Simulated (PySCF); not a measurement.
[SiSe2]-: one-bond stretch

Level of theory: PySCF, UB3LYP, basis Si def2-SVPD, Se def2-SVPD (no relativity, density fitting).

Rigid scan from the doublet minimum (Si–Se 2.184 Å (×2); Se–Si–Se 132.8°). Coordinate: the bond from Si to the last atom (Se) scaled, the rest fixed. Energies in kJ/mol from the minimum.

```json
{"scale of one bond": "0.92", "E (kJ/mol)": "30.3", "dipole size (D, about the centre of mass)": "0.97", "⟨S²⟩": "0.75"}
{"scale of one bond": "0.96", "E (kJ/mol)": "6.6", "dipole size (D, about the centre of mass)": "0.49", "⟨S²⟩": "0.75"}
{"scale of one bond": "1.00", "E (kJ/mol)": "0.0", "dipole size (D, about the centre of mass)": "0.07", "⟨S²⟩": "0.76"}
{"scale of one bond": "1.05", "E (kJ/mol)": "7.4", "dipole size (D, about the centre of mass)": "0.56", "⟨S²⟩": "0.76"}
{"scale of one bond": "1.12", "E (kJ/mol)": "33.5", "dipole size (D, about the centre of mass)": "1.24", "⟨S²⟩": "0.76"}
{"scale of one bond": "1.20", "E (kJ/mol)": "70.4", "dipole size (D, about the centre of mass)": "1.85", "⟨S²⟩": "0.76"}
{"scale of one bond": "1.35", "E (kJ/mol)": "126.2", "dipole size (D, about the centre of mass)": "2.50", "⟨S²⟩": "0.76"}
{"scale of one bond": "1.55", "E (kJ/mol)": "164.6", "dipole size (D, about the centre of mass)": "–", "⟨S²⟩": "0.76"}
{"scale of one bond": "1.80", "E (kJ/mol)": "193.6", "dipole size (D, about the centre of mass)": "–", "⟨S²⟩": "0.77"}
{"scale of one bond": "2.20", "E (kJ/mol)": "219.1", "dipole size (D, about the centre of mass)": "–", "⟨S²⟩": "0.85"}
```

Other isomers or separated fragments may lie lower.

The scan took about 2.1 core-minutes on a shared host.
